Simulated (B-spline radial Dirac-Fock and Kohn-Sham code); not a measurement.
K-line shifts caused by a second vacancy in Ho⁴³⁺

System: the Ho⁴³⁺ ion in the configuration 1s2 2s2 2p6 3s2 3p6 3d6.

The run's input, task.json:

```json
{"items": [{
  "Z": 67,
  "q": 43,
  "cfg": [[1, 0, 2], [2, 0, 2], [2, 1, 6], [3, 0, 2], [3, 1, 6], [3, 2, 6]],
  "A": 165,
  "rrms": 5.2022,
  "do": ["binding", "quiet", "double"]
}]}
```

Command: `python xray_run.py task.json out`

Calculated with a radial B-spline solver, using Dirac-Fock (average of configuration) total-energy differences with a finite nucleus, the Breit interaction including its frequency dependence, and self-energy and vacuum-polarisation corrections. Each two-hole energy is an average over J within one jj subconfiguration, not an observable level; in light atoms, where LS coupling holds, the j-resolved values are not observed lines, and for a K spectator the Kα1 hypersatellite is nearly forbidden. Correlation and solid-state effects are left out.

Lines without a spectator: Kα2 (K-L2) 46749.3 eV, Kα1 (K-L3) 47605.1 eV, Kβ3 (K-M2) 53987.0 eV, Kβ1 (K-M3) 54186.8 eV. Shifts in eV with one spectator hole (a dash: not computed, or left out as unreliable):

```
spectator hole     Kα2     Kα1      Kβ3      Kβ1
        K (1s)  +851.1  +903.1  +1105.2  +1118.2
    L2 (2p1/2)  +107.4  +141.2        –   +282.9
    L3 (2p3/2)   +89.2   +95.0   +226.9        –
    M2 (3p1/2)       –  +24.88    +53.8    +62.6
    M3 (3p3/2)  +15.78       –    +49.6    +50.2
```
